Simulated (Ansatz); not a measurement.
C2H10BNSi can be A, `CCBN[SiH3]`, or B, `CB(C)[SiH2]N`.

Isolated molecules relaxed with PBE0-D4/def2-TZVP in Ansatz; ΔE leaves out vibrations. CCSD(T)/CBS is the MP2 limit (def2-TZVPP, def2-QZVPP) plus CCSD(T) − MP2 in def2-TZVPP, frozen cores. DFT in def2-TZVPP. B3LYP here is the variant with VWN-RPA as its local correlation; programs differ in this. Each species was taken in one conformer, which may not be the lowest.

A:

```xyz
15

C    -2.176   -0.988   -0.793
C    -1.106    0.078   -1.026
B     0.224   -0.185   -0.235
N     0.878    0.814    0.507
Si    2.362    0.654    1.402
H    -3.064   -0.816   -1.406
H    -1.795   -1.985   -1.032
H    -2.498   -1.008    0.251
H    -1.514    1.075   -0.817
H    -0.844    0.084   -2.095
H     0.732   -1.277   -0.253
H     0.436    1.725    0.518
H     3.397    1.584    0.875
H     2.823   -0.746    1.270
H     2.146    0.991    2.835
```

B:

```xyz
15

C    -0.333    1.307    1.085
B     0.070    0.559   -0.226
C     0.394    1.370   -1.522
Si    0.212   -1.465   -0.286
N    -0.334   -2.399    1.069
H    -0.729    2.315    0.932
H     0.612    1.430    1.640
H    -0.992    0.746    1.752
H     1.041    0.871   -2.248
H    -0.580    1.499   -2.022
H     0.768    2.381   -1.333
H    -0.552   -1.972   -1.467
H     1.654   -1.799   -0.515
H     0.087   -2.259    1.974
H    -1.319   -2.585    1.166
```

Task: Which isomer does CCSD(T)/CBS put lower? Give the gap. (An estimate is asked.)

Result: The calculation gave: A, by 105.3 kJ/mol.

Task: Give E(B) − E(A) in kJ/mol with B3LYP, ωB97M-V, B2PLYP, CCSD(T)/def2-TZVPP, MP2/def2-TZVPP, PBE-D4, HF/def2-TZVPP. (An estimate is asked.)

Result: Computed: B3LYP 106.1, ωB97M-V 105.4, B2PLYP 109.4, CCSD(T)/def2-TZVPP 109.0, MP2/def2-TZVPP 112.6, PBE-D4 91.0, HF/def2-TZVPP 120.0. None reverses the order clearly.

Largest T1 diagnostic: 0.011.

In def2-TZVPP, CCSD(T) changes the Hartree–Fock value by −11.1 kJ/mol (the triples alone add −0.6 kJ/mol) and MP2 by −7.5 kJ/mol. From PBE to PBE0 (25 % exact exchange), in def2-TZVPP and without D4, E(B) − E(A) moves by +4.3 kJ/mol.
